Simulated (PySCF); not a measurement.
A run for PySCF: D3(BJ) and D4 dispersion corrections on propylene glycol (SMILES CC(O)CO).

```python
from pyscf import gto
from pyscf.dispersion import dftd3, dftd4

mol = gto.M(
    atom='''
    C    -1.32801613    0.34266708    0.31264366
    C    -0.16134136   -0.10155320   -0.55176132
    O    -0.40895142   -1.35814763   -1.18351444
    C     1.15380167   -0.16927526    0.22622875
    O     1.54233361    1.08581405    0.77203713
    H    -1.50375177   -0.38214077    1.11427171
    H    -2.23765009    0.42684029   -0.28242413
    H    -1.11543690    1.30512778    0.77846292
    H    -0.03443519    0.60173055   -1.38144544
    H    -0.69271107   -1.98677578   -0.50951101
    H     1.03915042   -0.84325887    1.07972700
    H     1.92925417   -0.58352455   -0.42621453
    H     1.81775405    1.66249631    0.05149971
    ''',
    basis='def2-svp',
    charge=0, spin=0, verbose=0, max_memory=1800)
d3, d4 = {}, {}
for xc in ['hf', 'pbe', 'blyp', 'revpbe', 'tpss', 'r2scan', 'b3lyp', 'pbe0', 'bhlyp', 'camb3lyp', 'b2plyp']:
    d3[xc] = float(dftd3.DFTD3Dispersion(mol, xc=xc, version='d3bj', atm=False).get_dispersion()['energy'])
    print(f'D3(BJ) {xc:10s} {d3[xc]:14.8f} Eh')
for xc in ['hf', 'pbe', 'blyp', 'revpbe', 'tpss', 'r2scan', 'b3lyp', 'pbe0', 'bhlyp', 'camb3lyp', 'b2plyp']:
    d4[xc] = float(dftd4.DFTD4Dispersion(mol, xc={'camb3lyp': 'cam-b3lyp'}.get(xc, xc), atm=True).get_dispersion()['energy'])
    print(f'D4     {xc:10s} {d4[xc]:14.8f} Eh')
```

It printed:

```
D3(BJ) hf            -0.06535933 Eh
D3(BJ) pbe           -0.00863783 Eh
D3(BJ) blyp          -0.01756984 Eh
D3(BJ) revpbe        -0.02260037 Eh
D3(BJ) tpss          -0.01058443 Eh
D3(BJ) r2scan        -0.00237775 Eh
D3(BJ) b3lyp         -0.01422226 Eh
D3(BJ) pbe0          -0.00719553 Eh
D3(BJ) bhlyp         -0.01060568 Eh
D3(BJ) camb3lyp      -0.00607678 Eh
D3(BJ) b2plyp        -0.00626753 Eh
D4     hf            -0.03012403 Eh
D4     pbe           -0.00779721 Eh
D4     blyp          -0.01760279 Eh
D4     revpbe        -0.02797687 Eh
D4     tpss          -0.01056476 Eh
D4     r2scan        -0.00200450 Eh
D4     b3lyp         -0.01235653 Eh
D4     pbe0          -0.00649165 Eh
D4     bhlyp         -0.00822889 Eh
D4     camb3lyp      -0.00641252 Eh
D4     b2plyp        -0.00544296 Eh
```

The run finished.

Cost: very roughly 0.05 core-seconds.
